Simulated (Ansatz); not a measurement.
Molecule: C6H13, net charge 0, doublet state. It need not be the lowest isomer of its formula. SMILES: C[CH]C(C)(C)C
Structure (B3LYP-D3(BJ)/def2-TZVP (Ansatz, a program for electronic structure) minimum search):
```xyz
19

C      1.0165    -0.4890     0.3340
C      2.0716     0.5294     0.5773
C     -0.3739    -0.1396    -0.1169
C     -1.0549    -1.3927    -0.6846
C     -0.3536     0.9577    -1.1934
C     -1.1910     0.3672     1.0947
H      1.1799    -1.4986     0.6934
H      1.7531     1.2916     1.3037
H      2.3363     1.0784    -0.3336
H      2.9829     0.0736     0.9643
H     -2.0824    -1.1751    -0.9847
H     -0.5167    -1.7662    -1.5579
H     -1.0839    -2.1909     0.0604
H      0.2284     0.6425    -2.0617
H     -1.3693     1.1786    -1.5280
H      0.0791     1.8846    -0.8140
H     -2.2087     0.6252     0.7897
H     -0.7348     1.2572     1.5316
H     -1.2518    -0.3985     1.8701
```
Charge 0, spin multiplicity 2.

Wanted: atomisation energy (electronic, to ground-state atoms); the coupled-cluster value holds the core correlation from cc-pwCVTZ, in eV. Cores are frozen in the correlated levels unless marked. Open shells are spin-unrestricted. Spin-orbit coupling is left out. No relativistic terms. CBS marks a two-point X^-3 extrapolation of the correlation energy; Hartree-Fock from the larger set. The bracket is a focal-point correction in the basis named.

Level to compare with: RI-MP2/CBS(cc-pVTZ,cc-pVQZ)+[CCSD(T)-MP2]/cc-pVTZ plus the core term (Ansatz), 77.72 eV. It is a level with limits of its own, and the differences hold the functionals' basis error too.

**Question.** Rank these functionals by how close they come to RI-MP2/CBS(cc-pVTZ,cc-pVQZ)+[CCSD(T)-MP2]/cc-pVTZ, closest first: BHLYP/def2-TZVPD (Ansatz); CAM-B3LYP/def2-TZVPD (Ansatz); PBE0/def2-TZVPD (Ansatz).

**Answer.** PBE0/def2-TZVPD (global hybrid, 77.68 eV, difference -0.04), CAM-B3LYP/def2-TZVPD (range-separated hybrid, 77.45 eV, difference -0.27), BHLYP/def2-TZVPD (global hybrid, 75.52 eV, difference -2.20)
